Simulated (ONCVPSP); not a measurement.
platinum (Pt): one change to an ONCV potential, before and after

- Element: Pt (Z = 78)
- Generator: ONCVPSP 4.0.1
- Type: optimised norm-conserving Vanderbilt (ONCV)
- Functional: LDA (Perdew-Wang 92)
- Relativity: scalar-relativistic
- Frozen core: [Kr] 4d10
- Valence charge: 32
- Reference configuration: 4f14 5s2 5p6 5d9.5 6s0.5
- Partial waves: 5s+6s: rc 1.50 bohr, ncon 4, nbas 9, qcut 8.3 1/bohr, 2 projectors; 5p: rc 1.60 bohr, ncon 4, nbas 8, qcut 10.8 1/bohr, 2 projectors, debl 0.5 Ha; 5d: rc 2.10 bohr, ncon 5, nbas 10, qcut 8 1/bohr, 2 projectors, debl 0.6 Ha; 4f: rc 0.80 bohr, ncon 4, nbas 9, qcut 18.8 1/bohr, local
- Local potential: the f channel
- Core correction: none

In the p channel the program set the typed energies aside and used -2.026, 0.250 Ha.

Change: s: qcut 8.9; p: qcut 11.6; d: qcut 8.6; f: qcut 20.1.

Cutoffs: the cutoffs (Ha) at which the residual kinetic energy of the hardest occupied pseudo-wave falls to 1 and 0.1 mHa per electron; they do not see the model core or the augmentation charge, which bear on the density cutoff. Errors are all-electron minus pseudo energies relative to the spin-unpolarised reference configuration.

Question: What does the change do?

Answer: The potential gets neither clearly harder nor softer (181 Ha and 530 Ha → 189 Ha and 295 Ha); both files keep a bound ghost (p, s); the lowest positive-energy flag moves from d at 83.7 eV to d at 24.3 eV; the errors of the 4 common tests hardly move; the range in which the d phases agree widens (upper end 2.9 → at the end of the scan).

| quantity | base | changed |
| --- | --- | --- |
| cutoff, loose | 181 Ha | 189 Ha |
| cutoff, tight | 530 Ha | 295 Ha |
| loose cutoff by channel | s 26 Ha, p 32 Ha, d 19 Ha, f 181 Ha | s 28 Ha, p 38 Ha, d 20 Ha, f 189 Ha |
| bound ghosts | s, p | s, p |
| GHOST(+) flags under 300 eV | d at 83.7 eV, s at 275.6 eV | d at 24.3 eV, s at 272.9 eV |
| error for 4f14 5s2 5p6 5d9 6s1, meV [ΔE 0.09 eV] | +1.3 | +1.2 |
| error for 4f14 5s2 5p6 5d9 6s0, meV [ΔE 9.63 eV] | -1.8 | -2.0 |
| error for 4f14 5s2 5p6 5d8 6s0, meV [ΔE 29.89 eV] | -4.8 | -5.5 |
| error for 4f14 5s2 5p6 5d9 6s0.5, meV [ΔE 3.95 eV] | +0.2 | +0.1 |
| s: phases at 1.52 bohr within 0.05 rad from the reference energy up to (Ha; the scan ends near 5) | to the end of the scan | to the end of the scan |
| p: phases at 1.62 bohr within 0.05 rad from the reference energy up to (Ha; the scan ends near 5) | to the end of the scan | to the end of the scan |
| d: phases at 2.13 bohr within 0.05 rad from the reference energy up to (Ha; the scan ends near 5) | 2.9 | to the end of the scan |
| f: phases at 0.81 bohr within 0.05 rad from the reference energy up to (Ha; the scan ends near 5) | 0.4 | 0.7 |

 A true bound ghost makes a file unfit for plane-wave use even where its test errors are small: the radial tests pick states by their node count and pass the ghost by.
